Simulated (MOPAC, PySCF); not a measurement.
C3H11NO3Si, SMILES `CO[Si](N)(OC)OC`, neutral singlet in the gas phase. 

Cartesian coordinates (Å):
SMILES: CO[Si](N)(OC)OC
```xyz
19

C     -0.1904     2.6407    -0.2903
O      0.4609     1.5022    -0.8143
Si     0.0717    -0.0499    -0.4245
N      0.7665    -1.0110    -1.6529
O     -1.5742    -0.0590    -0.2440
C     -2.3082    -1.1545     0.2500
O      0.6437    -0.5939     1.0331
C      2.0137    -0.7350     1.3386
H     -1.2881     2.5422    -0.3455
H      0.0885     2.8153     0.7650
H      0.1187     3.5203    -0.8764
H      0.7544    -0.7116    -2.6214
H      0.8383    -2.0179    -1.5656
H     -1.9613    -1.4571     1.2543
H     -2.2340    -2.0326    -0.4207
H     -3.3699    -0.8692     0.3167
H      2.4615     0.2340     1.6245
H      2.5875    -1.1367     0.4835
H      2.1205    -1.4265     2.1898
```
Charge 0, spin multiplicity 1.

All levels are single points at this geometry (r2SCAN-D4/def2-SVP); Pople sets use spherical d functions. Orbital energies aren't observables, and empty levels follow the basis.

```json
[
 {"level": "r2SCAN-D4/def2-TZVP in PySCF", "HOMO (eV)": "-6.30", "LUMO (eV)": "0.63", "gap (eV)": "6.92", "dipole (D)": "1.25", "vertical IE, Delta-SCF (eV)": "–"},
 {"level": "B3LYP/6-311+G** in PySCF", "HOMO (eV)": "-7.29", "LUMO (eV)": "-0.26", "gap (eV)": "7.03", "dipole (D)": "1.31", "vertical IE, Delta-SCF (eV)": "–"},
 {"level": "BP86/6-31G* in PySCF", "HOMO (eV)": "-5.68", "LUMO (eV)": "0.86", "gap (eV)": "6.54", "dipole (D)": "1.39", "vertical IE, Delta-SCF (eV)": "–"},
 {"level": "PBE/6-31G* in PySCF", "HOMO (eV)": "-5.57", "LUMO (eV)": "0.88", "gap (eV)": "6.45", "dipole (D)": "1.39", "vertical IE, Delta-SCF (eV)": "8.50"},
 {"level": "PM6 in MOPAC", "HOMO (eV)": "-9.58", "LUMO (eV)": "0.96", "gap (eV)": "10.55", "dipole (D)": "1.53", "vertical IE, Delta-SCF (eV)": "–"},
 {"level": "PM7 in MOPAC", "HOMO (eV)": "-9.41", "LUMO (eV)": "0.78", "gap (eV)": "10.19", "dipole (D)": "1.50", "vertical IE, Delta-SCF (eV)": "–"}
]
```
